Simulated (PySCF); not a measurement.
AlBr⁺: energy against distance

Set-up: basis Al pcseg-1, Br pcseg-1; no relativity; PySCF 2.14. Energies in eV from Al⁺ + Br in their ground configurations at the same level. State: ²Σ⁺ (doublet), unpaired electrons σ ↑.

| R (Å) | TPSSh | UHF-CCSD(T) |
| --- | --- | --- |
| 1.897 | -0.574 |  |
| 1.985 | -1.223 | -0.607 |
| 2.074 | -1.573 | -0.974 |
| 2.140 | -1.696 | -1.102 |
| 2.206 | -1.730 | -1.138 |
| 2.272 | -1.699 | -1.106 |
| 2.360 | -1.586 | -0.993 |
| 2.471 | -1.377 | -0.788 |
| 2.603 | -1.087 | -0.524 |
| 2.780 | -0.719 |  |

Task: Put a parabola through the three lowest points of the TPSSh curve and estimate Re, k and ωe (reduced mass 20.11 u; 1 eV/Å² = 0.16022 mdyn/Å; ωe = 1302.8·√(k/μ) cm⁻¹).

Result: Through R = 2.14, 2.206, 2.272 Å the second-order coefficient is 7.46 eV/Å², so Re ≈ 2.208 Å, k ≈ 2.39 mdyn/Å and ωe ≈ 449 cm⁻¹. A polynomial fit of higher order to the unrounded TPSSh energies gives Re = 2.204 Å, k = 2.40 mdyn/Å, ωe = 450 cm⁻¹; anharmonicity and rounding make the difference.

The higher-order fit for each curve: TPSSh: Re = 2.204 Å, ωe = 450 cm⁻¹, De = 1.73 eV; UHF-CCSD(T): Re = 2.205 Å, ωe = 457 cm⁻¹, De = 1.14 eV.

Correlated steps freeze 14 core orbitals. Correlated levels converge slowly with the basis: in double zeta they bind strong bonds too weakly, by up to about 1 eV, and carry superposition errors of some tenths. Spin–orbit coupling is left out. For an ion De counts to the pair picked by the measured ionisation energies or electron affinities, which need not be the lowest pair at this level. The state is the lowest determinant that a PBE0 search found; another state may lie lower at other levels.
